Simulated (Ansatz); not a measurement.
**Ligand exchange: GeH2(CH3)I + SiH3I → GeH2I2 + SiH3(CH3)**

Species: GeH2(CH3)I, singlet; SiH3I `[SiH3]I`, singlet; GeH2I2 `[I][GeH2][I]`, singlet; SiH3(CH3) (methylsilane), singlet. The partners trade CH3 for I: Ge–CH3 and Si–I bonds give way to Ge–I and Si–CH3.

Shapes, held fixed at every level: PBE0-D4/def2-TZVP. Programs: Ansatz 0.2.0. The zero-point and thermal change to 298 K, harmonic and unscaled (PBE0-D4/def2-TZVP), is -0.3 kJ/mol.

```tsv
level	kind	ΔH(298 K) (kJ/mol)	less CCSD(T)/def2-TZVPP	CPU time (sum over the molecules)
HF/def2-SVP	Hartree–Fock	-3.7	-3.3	–
SPW92/def2-TZVPP	LDA	-5.3	-4.9	30 s
PBE-D4/def2-TZVPP	GGA	-7.2	-6.8	50 s
r2SCAN-D4/def2-TZVPP	meta-GGA	-5.2	-4.8	81 s
B3LYP-D4/def2-TZVPP	global hybrid	-9.3	-8.9	92 s
BHLYP-D4/def2-TZVPP	global hybrid	-8.1	-7.7	74 s
PBE0-D4/def2-TZVPP	global hybrid	-5.1	-4.7	66 s
CCSD(T)/def2-TZVPP	coupled cluster or CI	-0.4	0.0	11 min
```

The highest level, CCSD(T)/def2-TZVPP, gives ΔH(298 K) = -0.4 kJ/mol; the levels span -9.3 to -0.4. That is about zero within the method's error. The column of differences is taken from that level and isn't an error. No measured value is set beside it here. For atoms past krypton def2 sets carry core potentials with scalar relativity. Relativity is left out for Ge. Outer-core shells of Ge, I are correlated, in sets that cover them unevenly. CCSD(T)/def2-TZVPP lies outside the range of all other levels here, so it shouldn't be taken on trust. Times are processor times on shared x86 and Arm servers, and rough.
